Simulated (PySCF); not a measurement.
How methods differ on the excitation energy of Mg

Mg [Ne] 3s2 (1S) → Mg [Ne] 3s1 4s1 (3S), as a difference of total energies. Calculation: PySCF 2.14, in dyall-acv3z (20s13p7d4f, 122 functions); scalar relativity by spin-free X2C-1e. Correlated levels: valence: [Ne] frozen; valence and next inner shell: 1s2 frozen; virtual orbitals above 40 to 60 times the deepest correlated orbital energy dropped. The calculations carry no spin-orbit coupling.

```csv
method,excitation energy (eV),error (eV)
UHF,4.210,-0.898
LDA,5.054,-0.054
PBE,4.939,-0.169
PBE0,4.903,-0.205
r2SCAN,4.834,-0.274
wB97M-V,5.096,-0.012
wB97X-V,5.088,-0.020
CAM-B3LYP,5.183,+0.075
MP2 (valence),4.812,-0.296
SCS-MP2 (valence),4.978,-0.130
MP2 (valence and next inner shell),4.932,-0.176
SCS-MP2 (valence and next inner shell),5.071,-0.037
```

Reference: 5.108 eV (measured; NIST levels).

Errors of the correlated levels include the incompleteness of this basis and the frozen core.
